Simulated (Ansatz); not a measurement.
Program: Ansatz. Geometries: PBE0-D4/def2-TZVP. ΔE: electronic, gas phase. CCSD(T)/CBS is the MP2 limit (def2-TZVPP, def2-QZVPP) plus CCSD(T) − MP2 in def2-TZVPP, frozen cores. This one scheme is used for every species. DFT in def2-TZVPP. B3LYP here is the variant with VWN-RPA as its local correlation; programs differ in this. For Zn outer-core shells are correlated without core-valence functions, which leaves a few kJ/mol of doubt a bond. Scalar relativity is left out up to krypton. Each species was taken in one conformer, which may not be the lowest.

`[CH3][Zn][F]` + CH₃OH → `C[O][Zn][CH3]` + H–F  (ligand exchange at a Zn–F bond)

```csv
level,ΔE (kJ/mol),difference from CCSD(T)/CBS
revPBE-D4,47.7,0.4
r2SCAN0-D4,50.6,3.3
ωB97X-V,53.4,6.1
revPBE,54.4,7.1
B3LYP,55.8,8.5
r2SCANh,51.8,4.5
BHLYP,57.2,9.9
HF/def2-SVP,57.5,10.2
HF/def2-TZVPP,62.4,15.1
SCS-MP2/def2-QZVPP,48.0,0.7
CCSD(T)/CBS,47.3,0
```

Largest T1 diagnostic among the species: 0.016.

In def2-TZVPP, CCSD(T) changes the Hartree–Fock value by −17.7 kJ/mol (the triples alone add −2.8 kJ/mol) and MP2 by −21.5 kJ/mol. The D4 term adds −4.8 kJ/mol with B3LYP and −2.7 kJ/mol with PBE0; it sums over pairs of atoms, weighted by their polarisabilities, and B3LYP, whose exchange is more repulsive, gets the larger term. Leaving LDA and LC-ωPBE aside and taking each functional with its dispersion term where it has one, the values, not all of them listed here, spread over 8.0 kJ/mol, from PBE-QIDH to B97M-V. LDA lies −8.9 kJ/mol from PBE without D4.
